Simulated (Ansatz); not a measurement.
Start from `O=[CH][GeH2][Cl]` and change one atom or group to get `[NH2][GeH2][CH]=O`.

Ansatz, PBE0-D4/def2-TZVP geometries, multiplicity 1. Each molecule was computed in one conformer, which needn't be the lowest.

Scalar relativity is left out up to krypton.

```tsv
property	`O=[CH][GeH2][Cl]`
HOMO–LUMO gap (PBE0/def2-TZVPP) / eV	5.50
size of the dipole moment (ωB97M-V/def2-TZVPP) / D	0.55
LUMO energy (ωB97M-V/def2-TZVPP) / eV	0.35
HOMO–LUMO gap (B3LYP/def2-TZVPP) / eV	5.03
HOMO energy (B3LYP/def2-TZVPP) / eV	-7.25
LUMO energy (PBE0/def2-TZVPP) / eV	-1.95
```

Task: Give the same properties after the change, and the shifts. (An estimate is asked.)

Result: Computed: 
```csv
property,`[NH2][GeH2][CH]=O`,shift
HOMO–LUMO gap (PBE0/def2-TZVPP) / eV,5.36,-0.14
size of the dipole moment (ωB97M-V/def2-TZVPP) / D,2.97,2.42
LUMO energy (ωB97M-V/def2-TZVPP) / eV,0.78,0.43
HOMO–LUMO gap (B3LYP/def2-TZVPP) / eV,4.90,-0.13
HOMO energy (B3LYP/def2-TZVPP) / eV,-6.63,0.62
LUMO energy (PBE0/def2-TZVPP) / eV,-1.46,0.49
```

With PBE0 the HOMO rises by 0.63 eV and the LUMO rises by 0.49 eV, so the gap narrows by about 0.14 eV. PBE moves the HOMO by 0.64 eV and ωB97M-V by 0.59 eV. Dipoles are sizes alone; their direction can turn.

B3LYP here is the variant with VWN-RPA as its local correlation; programs differ in this.
